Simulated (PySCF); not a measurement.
## Frontier orbitals and the lowest excitations

Compound: 2,2-dimethylpentane, C7H16.
Cartesian coordinates in Å at the GFN2-xTB level; atoms count from 1:
```
atom  x, y, z in Å
C1     2.959    0.015    0.464
C2     1.503   -0.402    0.640
C3     0.585    0.408   -0.273
C4    -0.916    0.077   -0.184
C5    -1.180   -1.380   -0.571
C6    -1.453    0.335    1.225
C7    -1.659    0.989   -1.167
H8     3.087    1.069    0.704
H9     3.281   -0.143   -0.563
H10    3.605   -0.566    1.119
H11    1.217   -0.253    1.681
H12    1.411   -1.465    0.411
H13    0.909    0.259   -1.307
H14    0.718    1.468   -0.041
H15   -2.251   -1.568   -0.610
H16   -0.760   -1.600   -1.550
H17   -0.746   -2.064    0.153
H18   -1.231    1.352    1.540
H19   -2.532    0.200    1.245
H20   -1.016   -0.352    1.945
H21   -1.307    0.825   -2.183
H22   -2.728    0.789   -1.140
H23   -1.501    2.035   -0.914
```

The calculation used TDDFT PBE0/def2-SVPD, vertical, gas phase, core orbitals frozen in the response in PySCF 2.14.0, density-fitted response routines.

Frontier orbitals with the atoms that hold most of them (Löwdin shares over 4%, at most four atoms; ? is withheld):

```json
{"orbital": "LUMO+2", "ε (eV)": "1.48", "atoms": "H14 8%, H13 8%, H20 8%, H17 8%"}
{"orbital": "LUMO+1", "ε (eV)": "1.23", "atoms": "C1 24%, H10 10%, C7 8%, H9 8%"}
{"orbital": "LUMO", "ε (eV)": "?", "atoms": "C6 9%, C5 9%, C7 9%, C1 7%"}
{"orbital": "HOMO", "ε (eV)": "-8.56", "atoms": "?"}
{"orbital": "HOMO-1", "ε (eV)": "-8.74", "atoms": "?"}
{"orbital": "HOMO-2", "ε (eV)": "-8.86", "atoms": "C4 17%, C5 13%, C6 13%, C3 12%"}
{"orbital": "HOMO-3", "ε (eV)": "-9.32", "atoms": "C2 18%, C1 12%, C6 8%, C5 8%"}
```

Task: Give the leading atoms of the HOMO-1.

Result: C4 (bonded to 4 C) 19%; C3 (bonded to 2 C and 2 H) 15%; C6 (bonded to C and 3 H) 9%; C5 (bonded to C and 3 H) 9%.

Task: Give the leading atoms of the HOMO.

Result: C4 (bonded to 4 C) 20%; C3 (bonded to 2 C and 2 H) 19%; C7 (bonded to C and 3 H) 14%; C2 (bonded to 2 C and 2 H) 11%.

Task: What is the LUMO energy, and the HOMO–LUMO gap?

Result: ε(LUMO) = 0.68 eV; the gap is 9.24 eV (0.3394 hartree).

Task: How does S1 compare with the orbital gap of 9.24 eV?

Result: S1 is at 8.18 eV (f = 0.042), 1.06 eV below the gap, made of HOMO→LUMO (98%). Without the coupling terms of the response equations the lowest excitation would equal the gap.

Task: Give energy, strength and leading configuration of S1, S2, S3 and S4, and follow the Löwdin shares of the leading atoms from the occupied to the empty orbital.

Result: 
- S1 (8.18 eV, f 0.042), HOMO→LUMO (98%): C4 20% → at most 7%, C3 19% → at most 7%, C6 at most 12% → 9%, C5 at most 12% → 9%
- S2 (8.37 eV, f 0.053), HOMO-1→LUMO (98%): C4 19% → at most 7%, C3 15% → at most 7%, C6 9% → 9%, C5 9% → 9%
- S3 (8.46 eV, f 0.054), HOMO-2→LUMO (97%): C4 17% → at most 7%, C5 13% → 9%, C6 13% → 9%
- S4 (8.78 eV, f 0.0016), HOMO→LUMO+1 (92%): C4 20% → at most 8%, C3 19% → at most 8%, C1 at most 12% → 24%, H10 at most 12% → 10%

One conformer stands for the species.

Without π bonds the low states may be Rydberg-like; a valence basis with one diffuse set may place them up to an eV too high.
